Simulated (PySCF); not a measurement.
## Calculated data, BClH$_{2}$N, AlBO$_{2}$

All values are calculated (PySCF 2.14.0). Calculation on a computer-drawn molecule: vertical ionisation energy to the stated ion spin, frozen-core CCSD(T) at the basis limit and cheaper methods, single-reference cases, UHF for radicals, no spin-orbit; all values are single points at the evaluated structure, the first of each entry, which is the reference or a displaced copy of it and isn't optimised; the reference structure only sets the zero of the energies above reference; triples share is (T) over the correlation energy.

Common to all runs: multiplicity 1; ion multiplicity 2; diffuse functions no; basis cc-pV(n+d)Z; reference is the Hartree-Fock double-zeta minimum; best is HF at quadruple zeta + MP2 correlation extrapolated from triple and quadruple zeta + CCSD(T) minus MP2 at triple zeta; basis step is the size of the change from the same recipe one zeta lower.

(1) 
```xyz
5
formula=BClH2N charge=1 ionisation_energy_best=17.34 ionisation_energy_basis_step=0.06781 energy_above_reference_best=22.17 energy_above_reference_basis_step=1.196 ionisation_energy_Koopmans_at_triple_zeta=18.14 ionisation_energy_EOM_CCSD_at_triple_zeta=17.31 total_energy_HF_triple_zeta=-539.5990 total_energy_CCSD(T)_triple_zeta=-540.1227 total_energy_best=-540.1950 T1_diagnostic_at_triple_zeta=0.0178 D1_diagnostic_at_triple_zeta=0.05649 ion_T1_diagnostic_at_triple_zeta=0.02285 ion_D1_diagnostic_at_triple_zeta=0.08905 ion_spin_squared_at_triple_zeta=0.7632 triples_share_at_triple_zeta=0.0445 basis_functions_triple_zeta=127
N     -0.4357     0.0242    -0.8707
B     -1.1064     0.2047    -2.2596
Cl    -1.8110     0.3953    -3.7166
H     -0.9670    -0.0364    -0.0139
H      0.5645    -0.0413    -0.7527
```

Units: ionisation_energy_best, ionisation_energy_basis_step, ionisation_energy_Koopmans_at_triple_zeta, ionisation_energy_EOM_CCSD_at_triple_zeta in eV; energy_above_reference_best, energy_above_reference_basis_step in kcal/mol; total_energy_HF_triple_zeta, total_energy_CCSD(T)_triple_zeta, total_energy_best in hartree.

Reference structure:
```xyz
5
BClH2N
N     -0.4365     0.0250    -0.8707
B     -1.0067     0.1785    -2.0526
Cl    -1.7102     0.3679    -3.5104
H     -0.9662    -0.0365    -0.0137
H      0.5638    -0.0402    -0.7524
```

Drawn bonds:
```csv
atom,other atom,order
1,2,1
2,3,1
1,4,1
1,5,1
```

Triple zeta:
```csv
method,ionisation energy (eV),energy above reference (kcal/mol)
HF,15.78,26.18
PBE,17.23,20.21
r2SCAN,17.12,22.54
B3LYP,17.27,22.48
wB97X,17.29,23.18
MP2,17.33,21.95
CCSD,17.11,22.3
CCSD(T),17.18,21.13
```

(2) 
```xyz
5
formula=BClH2N charge=1 ionisation_energy_best=18.45 ionisation_energy_basis_step=0.08126 energy_above_reference_best=-0.05549 energy_above_reference_basis_step=0.03379 ionisation_energy_Koopmans_at_triple_zeta=19.04 ionisation_energy_EOM_CCSD_at_triple_zeta=18.38 total_energy_HF_triple_zeta=-539.6406 total_energy_CCSD(T)_triple_zeta=-540.1565 total_energy_best=-540.2304 T1_diagnostic_at_triple_zeta=0.01334 D1_diagnostic_at_triple_zeta=0.03481 ion_T1_diagnostic_at_triple_zeta=0.03946 ion_D1_diagnostic_at_triple_zeta=0.2007 ion_spin_squared_at_triple_zeta=0.7783 triples_share_at_triple_zeta=0.04167 basis_functions_triple_zeta=127
N     -0.4327     0.0225    -0.8702
B     -1.0021     0.1794    -2.0589
Cl    -1.7101     0.3701    -3.5111
H     -0.9671    -0.0317    -0.0110
H      0.5681    -0.0377    -0.7532
```

Units: ionisation_energy_best, ionisation_energy_basis_step, ionisation_energy_Koopmans_at_triple_zeta, ionisation_energy_EOM_CCSD_at_triple_zeta in eV; energy_above_reference_best, energy_above_reference_basis_step in kcal/mol; total_energy_HF_triple_zeta, total_energy_CCSD(T)_triple_zeta, total_energy_best in hartree.

Reference structure:
```xyz
5
BClH2N
N     -0.4365     0.0250    -0.8707
B     -1.0067     0.1785    -2.0526
Cl    -1.7102     0.3679    -3.5104
H     -0.9662    -0.0365    -0.0137
H      0.5638    -0.0402    -0.7524
```

Drawn bonds:
```csv
atom,other atom,order
1,2,1
2,3,1
1,4,1
1,5,1
```

Triple zeta:
```csv
method,ionisation energy (eV),energy above reference (kcal/mol)
HF,17.19,0.08304
PBE,18.02,-0.1278
r2SCAN,18.06,-0.05598
B3LYP,18.2,-0.04541
wB97X,18.39,-0.0411
MP2,18.54,-0.08844
CCSD,18.29,-0.0584
CCSD(T),18.29,-0.09031
```

(3) 
```xyz
5
formula=BClH2N charge=1 ionisation_energy_best=18.4 ionisation_energy_basis_step=0.09885 energy_above_reference_best=20.58 energy_above_reference_basis_step=0.5511 ionisation_energy_Koopmans_at_triple_zeta=18.89 ionisation_energy_EOM_CCSD_at_triple_zeta=18.29 total_energy_HF_triple_zeta=-539.6058 total_energy_CCSD(T)_triple_zeta=-540.1246 total_energy_best=-540.1975 T1_diagnostic_at_triple_zeta=0.01573 D1_diagnostic_at_triple_zeta=0.04531 ion_T1_diagnostic_at_triple_zeta=0.03339 ion_D1_diagnostic_at_triple_zeta=0.1509 ion_spin_squared_at_triple_zeta=0.8251 triples_share_at_triple_zeta=0.04288 basis_functions_triple_zeta=127
N     -0.4499     0.0474    -0.9027
B     -1.0807     0.1540    -2.0382
Cl    -1.8049     0.3535    -3.7627
H     -0.9463    -0.0203     0.0038
H      0.5660    -0.0760    -0.7270
```

Units: ionisation_energy_best, ionisation_energy_basis_step, ionisation_energy_Koopmans_at_triple_zeta, ionisation_energy_EOM_CCSD_at_triple_zeta in eV; energy_above_reference_best, energy_above_reference_basis_step in kcal/mol; total_energy_HF_triple_zeta, total_energy_CCSD(T)_triple_zeta, total_energy_best in hartree.

Reference structure:
```xyz
5
BClH2N
N     -0.4365     0.0250    -0.8707
B     -1.0067     0.1785    -2.0526
Cl    -1.7102     0.3679    -3.5104
H     -0.9662    -0.0365    -0.0137
H      0.5638    -0.0402    -0.7524
```

Drawn bonds:
```csv
atom,other atom,order
1,2,1
2,3,1
1,4,1
1,5,1
```

Triple zeta:
```csv
method,ionisation energy (eV),energy above reference (kcal/mol)
HF,17.25,21.88
PBE,17.87,19
r2SCAN,17.97,21.1
B3LYP,18.09,19.98
wB97X,18.29,21.22
MP2,18.46,21.42
CCSD,18.17,20.46
CCSD(T),18.2,19.97
```

(4) 
```xyz
4
formula=AlBO2 charge=0 ionisation_energy_best=10.08 ionisation_energy_basis_step=0.000472 energy_above_reference_best=0 energy_above_reference_basis_step=0 ionisation_energy_Koopmans_at_triple_zeta=9.691 ionisation_energy_EOM_CCSD_at_triple_zeta=10.11 total_energy_HF_triple_zeta=-416.5623 total_energy_CCSD(T)_triple_zeta=-417.1917 total_energy_best=-417.2882 T1_diagnostic_at_triple_zeta=0.01676 D1_diagnostic_at_triple_zeta=0.03779 ion_T1_diagnostic_at_triple_zeta=0.02033 ion_D1_diagnostic_at_triple_zeta=0.04598 ion_spin_squared_at_triple_zeta=0.7514 triples_share_at_triple_zeta=0.0398 basis_functions_triple_zeta=129 dipole_magnitude_HF_at_triple_zeta=4.847 dipole_magnitude_CCSD_unrelaxed_at_triple_zeta=4.505 dipole_magnitude_PBE_at_triple_zeta=4.37 dipole_magnitude_r2SCAN_at_triple_zeta=4.415 dipole_magnitude_B3LYP_at_triple_zeta=4.637 dipole_magnitude_wB97X_at_triple_zeta=4.592
O     -0.3293     0.9467     0.5456
B     -0.3943    -0.1131    -0.0119
O     -0.4647    -1.2611    -0.6159
Al    -0.5584    -2.7948    -1.4234
```

Units: ionisation_energy_best, ionisation_energy_basis_step, ionisation_energy_Koopmans_at_triple_zeta, ionisation_energy_EOM_CCSD_at_triple_zeta in eV; energy_above_reference_best, energy_above_reference_basis_step in kcal/mol; total_energy_HF_triple_zeta, total_energy_CCSD(T)_triple_zeta, total_energy_best in hartree; dipole_magnitude_HF_at_triple_zeta, dipole_magnitude_CCSD_unrelaxed_at_triple_zeta, dipole_magnitude_PBE_at_triple_zeta, dipole_magnitude_r2SCAN_at_triple_zeta, dipole_magnitude_B3LYP_at_triple_zeta, dipole_magnitude_wB97X_at_triple_zeta in debye.

Reference structure:
```xyz
4
AlBO2
O     -0.3293     0.9467     0.5456
B     -0.3943    -0.1131    -0.0119
O     -0.4647    -1.2611    -0.6159
Al    -0.5584    -2.7948    -1.4234
```

Drawn bonds:
```csv
atom,other atom,order
1,2,2
2,3,1
3,4,1
```

Triple zeta:
```csv
method,ionisation energy (eV),energy above reference (kcal/mol)
HF,9.02,0
PBE,9.836,0
r2SCAN,9.775,0
B3LYP,10.12,0
wB97X,10.13,0
MP2,9.708,0
CCSD,9.983,0
CCSD(T),9.985,0
```

(5) 
```xyz
4
formula=AlBO2 charge=0 ionisation_energy_best=10.42 ionisation_energy_basis_step=0.009273 energy_above_reference_best=13.63 energy_above_reference_basis_step=1.061 ionisation_energy_Koopmans_at_triple_zeta=10.05 ionisation_energy_EOM_CCSD_at_triple_zeta=10.46 total_energy_HF_triple_zeta=-416.5435 total_energy_CCSD(T)_triple_zeta=-417.1683 total_energy_best=-417.2665 T1_diagnostic_at_triple_zeta=0.01625 D1_diagnostic_at_triple_zeta=0.03727 ion_T1_diagnostic_at_triple_zeta=0.02203 ion_D1_diagnostic_at_triple_zeta=0.06266 ion_spin_squared_at_triple_zeta=0.7516 triples_share_at_triple_zeta=0.03873 basis_functions_triple_zeta=129 dipole_magnitude_HF_at_triple_zeta=6.049 dipole_magnitude_CCSD_unrelaxed_at_triple_zeta=5.667 dipole_magnitude_PBE_at_triple_zeta=5.372 dipole_magnitude_r2SCAN_at_triple_zeta=5.451 dipole_magnitude_B3LYP_at_triple_zeta=5.718 dipole_magnitude_wB97X_at_triple_zeta=5.739
O     -0.3788     0.9113     0.5773
B     -0.3849    -0.0840    -0.0893
O     -0.3980    -1.1694    -0.5705
Al    -0.5671    -2.7460    -1.4303
```

Units: ionisation_energy_best, ionisation_energy_basis_step, ionisation_energy_Koopmans_at_triple_zeta, ionisation_energy_EOM_CCSD_at_triple_zeta in eV; energy_above_reference_best, energy_above_reference_basis_step in kcal/mol; total_energy_HF_triple_zeta, total_energy_CCSD(T)_triple_zeta, total_energy_best in hartree; dipole_magnitude_HF_at_triple_zeta, dipole_magnitude_CCSD_unrelaxed_at_triple_zeta, dipole_magnitude_PBE_at_triple_zeta, dipole_magnitude_r2SCAN_at_triple_zeta, dipole_magnitude_B3LYP_at_triple_zeta, dipole_magnitude_wB97X_at_triple_zeta in debye.

Reference structure:
```xyz
4
AlBO2
O     -0.3293     0.9467     0.5456
B     -0.3943    -0.1131    -0.0119
O     -0.4647    -1.2611    -0.6159
Al    -0.5584    -2.7948    -1.4234
```

Drawn bonds:
```csv
atom,other atom,order
1,2,2
2,3,1
3,4,1
```

Triple zeta:
```csv
method,ionisation energy (eV),energy above reference (kcal/mol)
HF,9.392,11.84
PBE,9.822,14.35
r2SCAN,9.874,13.63
B3LYP,10.15,13.33
wB97X,10.47,13.72
MP2,10.05,14.94
CCSD,10.33,14.14
CCSD(T),10.32,14.67
```

(6) 
```xyz
4
formula=AlBO2 charge=0
O     -0.2904     0.8615     0.4317
B     -0.3655    -0.1188    -0.0512
O     -0.4774    -1.1083    -0.5997
Al    -0.4916    -2.6779    -1.4335
```

Reference structure:
```xyz
4
AlBO2
O     -0.3293     0.9467     0.5456
B     -0.3943    -0.1131    -0.0119
O     -0.4647    -1.2611    -0.6159
Al    -0.5584    -2.7948    -1.4234
```

Drawn bonds:
```csv
atom,other atom,order
1,2,2
2,3,1
3,4,1
```

Q: AlBO$_{2}$ (entry 6): dipole magnitude CCSD unrelaxed at triple zeta?
A: 5.104 debye

Q: What total energy HF triple zeta does the calculation give for AlBO$_{2}$ (entry 6)?
A: -416.4976 hartree

Further results for AlBO$_{2}$ (entry 6):

```
ionisation energy best                    : 10.3 eV
ionisation energy basis step              : 0.0007747 eV
energy above reference best               : 47.3 kcal/mol
energy above reference basis step         : 3.041 kcal/mol
ionisation energy Koopmans at triple zeta : 9.891 eV
ionisation energy EOM CCSD at triple zeta : 10.32 eV
total energy CCSD(T) triple zeta          : -417.1116 hartree
total energy best                         : -417.2128 hartree
T1 diagnostic at triple zeta              : 0.01415
D1 diagnostic at triple zeta              : 0.02863
ion T1 diagnostic at triple zeta          : 0.01833
ion D1 diagnostic at triple zeta          : 0.04386
ion spin squared at triple zeta           : 0.7515
triples share at triple zeta              : 0.0361
basis functions triple zeta               : 129
dipole magnitude HF at triple zeta        : 5.34 debye
dipole magnitude PBE at triple zeta       : 4.83 debye
dipole magnitude r2SCAN at triple zeta    : 4.887 debye
dipole magnitude B3LYP at triple zeta     : 5.124 debye
dipole magnitude wB97X at triple zeta     : 5.118 debye
```

Triple zeta:
```csv
method,ionisation energy (eV),energy above reference (kcal/mol)
HF,9.241,40.64
PBE,9.914,50.57
r2SCAN,9.913,47.41
B3LYP,10.23,46.72
wB97X,10.34,47
MP2,9.931,51.19
CCSD,10.21,48.41
CCSD(T),10.21,50.21
```
